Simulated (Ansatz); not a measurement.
`C[SiH](Cl)[NH][AlH2]` + `CN[SiH](N)F` → `CN(C)[SiH](N)F` + `[AlH2][NH][SiH2]Cl`  (substitution at a C–Si bond)

Gas-phase electronic energies from Ansatz, PBE0-D4/def2-TZVP geometries. CCSD(T)/CBS is the MP2 limit (def2-TZVPP, def2-QZVPP) plus CCSD(T) − MP2 in def2-TZVPP, frozen cores. Functionals use def2-TZVPP. B3LYP here is the variant with VWN-RPA as its local correlation; programs differ in this. One conformer a species, not always the lowest.

`C[SiH](Cl)[NH][AlH2]`:

Cartesian coordinates in Å:
```
C -0.596 1.915 0.546
Si 0.534 0.455 0.363
Cl 1.539 0.254 2.168
N -0.296 -0.988 -0.042
Al 0.167 -2.249 -1.220
H -0.032 2.809 0.820
H -1.124 2.108 -0.391
H -1.338 1.733 1.329
H 1.576 0.664 -0.669
H -1.119 -1.175 0.518
H -0.778 -3.513 -1.336
H 1.466 -2.013 -2.086
```

`CN[SiH](N)F`:

Z-matrix (Å, degrees):
```
C
N 1 1.447
H 1 1.096 2 112.9
H 1 1.094 2 111.4 3 -121.9
H 1 1.092 2 109.5 3 119.6
Si 2 1.692 1 125.9 3 -101.1
H 2 1.008 1 114.3 3 62.8
F 6 1.605 2 116.4 1 85.7
N 6 1.700 2 108.0 1 -158.6
H 6 1.483 2 106.1 1 -29.7
H 9 1.005 6 121.5 2 54.4
H 9 1.006 6 120.7 2 -153.8
```

`CN(C)[SiH](N)F`:

Cartesian coordinates in Å:
```
C -0.107 1.794 0.503
N -0.199 0.403 0.134
C -1.550 -0.107 0.129
Si 1.168 -0.598 0.035
N 0.883 -1.831 -1.101
F 1.531 -1.416 1.369
H -0.498 1.977 1.514
H -0.680 2.421 -0.192
H 0.932 2.129 0.479
H -1.556 -1.157 -0.166
H -2.174 0.451 -0.581
H -2.019 -0.024 1.119
H 2.320 0.309 -0.177
H 1.341 -2.722 -1.018
H 0.608 -1.628 -2.047
```

`[AlH2][NH][SiH2]Cl`:

Z-matrix (Å, degrees):
```
Si
N 1 1.708
Cl 1 2.066 2 112.4
H 1 1.481 2 111.9 3 118.1
H 1 1.479 2 108.2 3 -118.0
Al 2 1.790 1 128.6 3 103.5
H 2 1.013 1 114.8 3 -72.5
H 6 1.579 2 117.4 1 2.6
H 6 1.581 2 117.3 1 -178.1
```

```tsv
level	ΔE (kJ/mol)	difference from CCSD(T)/CBS
r2SCAN-D4	81.1	2.1
PBE0-D4	78.2	-0.8
B3LYP-D4	75.7	-3.3
ωB97X-V	75.4	-3.6
B2PLYP	77.7	-1.3
PBE0	79.2	0.2
CCSD(T)/def2-TZVPP	75.6	-3.4
MP2/def2-QZVPP	80.2	1.2
SCS-MP2/def2-QZVPP	76.8	-2.2
CCSD/CBS(def2)	79.7	0.7
CCSD(T)/CBS	79.0	0
```

Largest T1 diagnostic among the species: 0.011.
